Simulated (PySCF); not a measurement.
**Steps of a relaxation of [Cs9]+**

[Cs9]+ (singlet). PySCF 2.14.0, RKS PBE, Cs def2-SVP with ECP46; non-relativistic Hamiltonian with scalar-relativistic core potentials where named; density fitting; no spin-orbit coupling. Origin of the start: template. Columns: position (Å) and force (eV/Å). Energies are counted from the last step; some of the 11 steps are shown. Forces carry noise of the integration grid, about 0.01 to 0.03 eV/Å.

Run from Python with OMP_NUM_THREADS=8. Where DIIS fails, smearing, a level shift and second-order steps follow.
It took 2.9 min on 8 threads of Arm Neoverse N1, on a shared host, from the converged density of the start.

```xyz
9
step 0  E = 0.075 eV
Cs    3.5350    0.0000   -2.7278     0.08    0.00   -0.07
Cs    0.0000    3.5350   -2.7278     0.00    0.08   -0.07
Cs   -3.5350    0.0000   -2.7278    -0.08    0.00   -0.07
Cs    0.0000   -3.5350   -2.7278     0.00   -0.08   -0.07
Cs    2.7577    2.7577    1.4722     0.01    0.01    0.06
Cs   -2.7577    2.7577    1.4722    -0.01    0.01    0.06
Cs   -2.7577   -2.7577    1.4722    -0.01   -0.01    0.06
Cs    2.7577   -2.7577    1.4722     0.01   -0.01    0.06
Cs    0.0000    0.0000    5.0222     0.00    0.00    0.05
```

```xyz
9
step 3  E = 0.006 eV
Cs    3.6894    0.0000   -2.8915     0.02    0.00    0.00
Cs    0.0000    3.6894   -2.8915     0.00    0.02    0.00
Cs   -3.6894    0.0000   -2.8915    -0.02    0.00    0.00
Cs    0.0000   -3.6894   -2.8915     0.00   -0.02    0.00
Cs    2.7321    2.7321    1.5782    -0.01   -0.01   -0.01
Cs   -2.7321    2.7321    1.5782     0.01   -0.01   -0.01
Cs   -2.7321   -2.7321    1.5782     0.01    0.01   -0.01
Cs    2.7321   -2.7321    1.5782    -0.01    0.01   -0.01
Cs    0.0000    0.0000    5.2534     0.00    0.00    0.02
```

```xyz
9
step 7  E = 0.002 eV
Cs    3.7544    0.0000   -2.9335     0.00    0.00    0.01
Cs    0.0000    3.7544   -2.9335     0.00    0.00    0.01
Cs   -3.7544    0.0000   -2.9335     0.00    0.00    0.01
Cs    0.0000   -3.7544   -2.9335     0.00    0.00    0.01
Cs    2.7020    2.7020    1.5895    -0.01   -0.01   -0.01
Cs   -2.7020    2.7020    1.5895     0.01   -0.01   -0.01
Cs   -2.7020   -2.7020    1.5895     0.01    0.01   -0.01
Cs    2.7020   -2.7020    1.5895    -0.01    0.01   -0.01
Cs    0.0000    0.0000    5.3759     0.00    0.00    0.00
```

Where does the relaxation end?

It converges at step 10 in C4v:
```xyz
9
step 10  E = 0
Cs    3.7624    0.0000   -2.9110
Cs    0.0000    3.7624   -2.9110
Cs   -3.7624    0.0000   -2.9110
Cs    0.0000   -3.7624   -2.9110
Cs    2.6786    2.6786    1.5573
Cs   -2.6786    2.6786    1.5573
Cs   -2.6786   -2.6786    1.5573
Cs    2.6786   -2.6786    1.5573
Cs    0.0000    0.0000    5.4148
```

A frequency check found unstable modes (1, the lowest at -12 cm⁻¹), so the relaxed geometry is a saddle point, or these are noise.
